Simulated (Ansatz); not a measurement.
A structure relaxed at r2SCAN-D4/def2-TZVP in Ansatz, charge 0, singlet:

```xyz
3

Ge   -1.023   -1.092    0.526
Ge    1.358    0.802   -0.167
C    -0.335    0.290   -0.360
```

**Question.** Give its formula and point group.

**Answer.** the cluster Ge2C. Point group C2v (tolerance 0.1 Å).

**Question.** Summarise the bond lengths by kind (pairs closer than 1.2 times the sum of covalent radii, bridged metal pairs left out).

**Answer.** 2 × C–Ge 1.78 Å.

The structure comes from a short search, and lower isomers may exist.
